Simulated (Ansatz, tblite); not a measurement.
Removing and adding an electron: the cluster Na₃Sb (the lowest singlet isomer of a short search). Total charge 0; singlet. Geometry: r2SCAN-D4/def2-TZVP. Ansatz, gas phase; energy differences of separate SCF runs; the oxidised species was run as a doublet alone; the reduced species was run as a doublet alone.

Cartesian coordinates in Å:
```
Na -2.315 0.108 0.391
Na 0.862 -2.059 -0.737
Na 1.378 1.295 1.396
Sb 0.075 0.656 -1.049
```

In the def2 sets Sb takes a core potential; there is no spin–orbit coupling. The xTB rows come from tblite. HOMO above LUMO, or a gap near zero within one spin, warns that the state may not be the lowest or that an electron is smeared out. The structure comes from a short search, and lower isomers may exist.

```csv
level,−HOMO (eV),vertical IE (eV),−LUMO (eV),vertical EA (eV),HOMO–LUMO gap (eV),IE − EA (eV),remarks
GFN1-xTB,7.71,9.56,5.24,3.72,2.47,5.85,–
GFN2-xTB,8.69,–,7.49,4.54,1.21,–,–
PBE-D4/def2-TZVP,3.32,5.30,1.86,–,1.46,–,gap within one spin near zero (+1 doublet)
PBE-D4/def2-TZVPD,3.31,–,1.85,0.61,1.46,–,HOMO above zero (-1 doublet)
r2SCAN-D4/def2-TZVP,3.24,5.01,1.63,–,1.61,–,–
r2SCAN-D4/def2-TZVPD,3.24,–,1.63,0.61,1.61,–,HOMO above zero (-1 doublet)
PBE0-D4/def2-TZVP,3.88,5.11,1.34,–,2.54,–,–
PBE0-D4/def2-TZVPD,3.87,–,1.34,0.54,2.53,–,HOMO above zero (-1 doublet)
```

Relaxing the oxidised species (r2SCAN-D4/def2-TZVP) changes its energy by -0.69 eV at PBE-D4/def2-TZVP, so the adiabatic ionisation energy to this nearest minimum is 4.61 eV. At PBE0-D4/def2-TZVP it is 4.36 eV.  Run but left out: GFN2-xTB (tight binding far off the other levels).   A HOMO above zero means that the electron is unbound at that level or that self-interaction error raises the level; the energy of removing that electron tells which. Raw xTB energy differences between charge states are shifted by several eV; the methods need an empirical correction for them.
